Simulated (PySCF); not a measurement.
# `InChI=1S/C5H9FOSi/c6-8-7-5-2-1-4(5)3-5/h4H,1-3,8H2/t4-,5-/m0/s1`

Cartesian coordinates in Å; atom numbers follow the order of the lines, from 1:
```xyz
17

F     2.5042   -1.3493   -1.4859
Si    2.5881   -0.0694   -0.5099
O     1.4099   -0.1308    0.5837
C     0.0431   -0.0671    0.5153
C    -0.8285   -1.1433   -0.1239
C    -1.7730   -0.0345   -0.6358
C    -0.8661    1.0186   -0.0088
C    -0.7563    0.7564    1.4708
H     2.5000    1.0506   -1.4326
H     3.7558   -0.2194    0.3264
H    -0.3106   -1.6677   -0.9227
H    -1.2559   -1.8688    0.5675
H    -1.8172    0.0216   -1.7206
H    -2.7860   -0.0619   -0.2348
H    -0.6346    1.9770   -0.4418
H    -1.5862    0.3170    2.0057
H    -0.1937    1.4831    2.0373
```

Method: PySCF, TDDFT LC-wPBE/def2-SVPD circular dichroism and optical rotation, one conformer, gas phase. Geometry: GFN2-xTB.

The molecule is flexible and this is one conformer; a measurement averages over conformers.

Task: Draw the ECD and absorption spectra from the lowest 16 states, each a Gaussian of half-width 0.2 eV at 1/e height.

Result: 
```tsv
E (eV)	λ (nm)	Δε (L mol⁻¹ cm⁻¹)	ε (L mol⁻¹ cm⁻¹)
7.28	170	+0.01	0.387
7.43	167	+0.12	9.94
7.58	164	+0.64	96.4
7.73	160	-1.78	441
7.88	157	-12.59	1050
8.03	154	-10.32	1110
8.18	152	+11.57	732
8.33	149	+20.61	1740
8.48	146	+8.79	4700
8.63	144	-42.05	6260
8.78	141	-79.68	6740
8.93	139	-70.90	8370
9.08	137	-6.42	8650
9.23	134	+85.67	8670
9.38	132	+99.51	8660
```
Δε uses R in velocity form, ε uses f in length form. Only the states computed contribute, so the short-wavelength end is incomplete.
